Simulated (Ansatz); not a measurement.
Cost and result up the ladder for BiH2(OtBu) (C4H11BiO) (17 atoms). Total charge 0; singlet. Geometry: PBE-D4/def2-SVP.

```
atom   x (Å)   y (Å)   z (Å)
 Bi1   0.407  -2.555   1.028
  C2  -0.010   0.313  -0.116
  C3  -1.439   0.368   0.455
  C4   0.621   1.717  -0.084
  C5  -0.029  -0.220  -1.561
  O6   0.849  -0.468   0.712
  H7   2.175  -2.990   0.921
  H8   0.589  -2.401   2.840
  H9  -2.093   1.051  -0.126
 H10  -1.915  -0.637   0.431
 H11  -1.416   0.715   1.507
 H12   0.659   2.089   0.959
 H13   0.040   2.434  -0.700
 H14   1.658   1.671  -0.470
 H15  -0.494  -1.228  -1.607
 H16   1.006  -0.299  -1.949
 H17  -0.609   0.440  -2.239
```

Ansatz on 4 threads of Intel Xeon Platinum 8259CL on a shared host. Times are rough, and most runs start from the orbitals of an earlier one. CAM-B3LYP-D4/def2-TZVP serves as the yardstick here, not as an exact answer. Differences are given only for rows in sets of like size (and for xTB, whose basis is part of the method), since another set adds its own error. Binding counts from free atoms at the same level (Bi quartet, C triplet, O triplet, H doublet; other spins of the atoms weren't run), without zero-point energy or a counterpoise term.

In the def2 sets Bi takes a core potential; there is no spin–orbit coupling. LC-ωPBE has ω = 0.4 bohr⁻¹. B3LYP takes the VWN-RPA correlation. Correlated methods freeze 9 core orbitals; core or outer-core shells of Bi are correlated, in sets that lack core-valence functions. The rows differ in basis, and correlated rows in double-zeta sets carry the largest basis error. Another isomer (singlet) lies 0.24 eV lower at PBE0-D4/def2-TZVP; other spin states weren't run for this one.

Correlated methods converge slowly with the basis, most of all in double-zeta sets.

```tsv
level	functions	wall time
PBE-D4/def2-SVP	151	2 s
PBE0-D4/def2-SVP	151	2.3 s
LC-ωPBE/def2-TZVP	271	4.8 s
r2SCAN-D4/def2-TZVP	271	5.5 s
PBE0-D4/def2-TZVP	271	6 s
B3LYP-D4/def2-TZVP	271	6 s
CAM-B3LYP-D4/def2-TZVP	271	7.5 s
MP2/def2-TZVP	271	7.5 s
PBE-D4/def2-TZVP (with forces)	271	8 s
CCSD(T)/def2-SVP	151	43 s
```

(1) Estimate what each level gives for the binding energy per atom (eV).

Results:

(1) 
```tsv
level	binding energy per atom (eV)	difference from CAM-B3LYP-D4/def2-TZVP (eV)
PBE-D4/def2-SVP	3.85	–
PBE0-D4/def2-SVP	3.77	–
LC-ωPBE/def2-TZVP	3.70	-0.06
r2SCAN-D4/def2-TZVP	3.74	-0.02
PBE0-D4/def2-TZVP	3.75	-0.01
B3LYP-D4/def2-TZVP	3.75	-0.01
CAM-B3LYP-D4/def2-TZVP	3.76	0.00
MP2/def2-TZVP	3.62	-0.14
PBE-D4/def2-TZVP (with forces)	3.82	0.06
CCSD(T)/def2-SVP	3.56	–
```
